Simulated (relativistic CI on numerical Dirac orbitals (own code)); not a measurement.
## Pt3+: 4d photoemission

Computed with this model: Dirac-Coulomb-Breit CI, orbitals from a KLI potential per configuration, model QED (radiative potential, 1s self-energy scaled to tabulated hydrogen-like ionisation energies), multiplet model of photoemission in the sudden approximation, unscaled Slater integrals; configurations [Xe] 4f14 5d7 → [Kr] 4d9 4f14 5s2 5p6 5d7; 80 K; Lorentzian 4.9 eV and Gaussian 0.6 eV FWHM. Energies are those of the free ion, without screening or charge transfer. The energies are binding energies and can lie tens of eV above those of solids. S is read from ⟨S²⟩ = S(S + 1).

Computed curve for free ion, scaled to 100 at the maximum (points under 2 are left out and the grid is thinned):

(Energy (eV), Intensity): (344.0, 2.2), (345.2, 2.4), (346.8, 2.9), (348.0, 3.3), (349.6, 4.1), (350.8, 4.8), (352.4, 6.2), (353.6, 7.7), (355.2, 10.8), (356.4, 14.5), (358.0, 23.0), (359.2, 34.9), (360.8, 64.5), (362.0, 92.7), (363.2, 97.7), (364.8, 69.6), (366.0, 51.7), (367.6, 35.6), (368.8, 26.7), (370.4, 18.7), (371.6, 15.6), (373.2, 14.4), (374.4, 15.3), (376.0, 19.8), (377.2, 27.2), (378.8, 47.4), (380.0, 67.7), (381.2, 71.4), (382.8, 46.7), (384.0, 30.5), (385.6, 17.8), (386.8, 12.6), (388.4, 8.4), (389.6, 6.6), (391.2, 4.9), (392.4, 4.1), (394.0, 3.3), (395.2, 2.8), (396.8, 2.3), (398.0, 2.1)

The ground state has S = 1.40, and the centroid lies at 370.25 eV.
